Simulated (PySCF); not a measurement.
SeCl2, SMILES Cl[Se]Cl. Heavy atoms are numbered as in [Se:1]([Cl:2])[Cl:3].

Coordinates come from a ωB97X-D3(BJ)/def2-TZVP optimisation. The isomer is the one that the SMILES or the coordinates give; other isomers of the formula were not compared.

Computed with HF/pcSseg-2 (PySCF).

GIAO shieldings, no solvent; atoms alike by connectivity are averaged. δ = σ(ref) − σ: ⁷⁷Se against Me2Se (σ = 1901.4 ppm); ³⁵Cl against HCl (σ = 947.2 ppm), references at their B3LYP-D3(BJ)/def2-TZVP geometries, non-relativistic (without spin–orbit terms, shifts of atoms bonded to Cl or Br come out too high).

Computed chemical shifts:
```
nucleus  atoms  count  δ (ppm)
-------  -----  -----  -------
⁷⁷Se       Se1      1   1550.2
³⁵Cl       Cl2      2     31.1
```
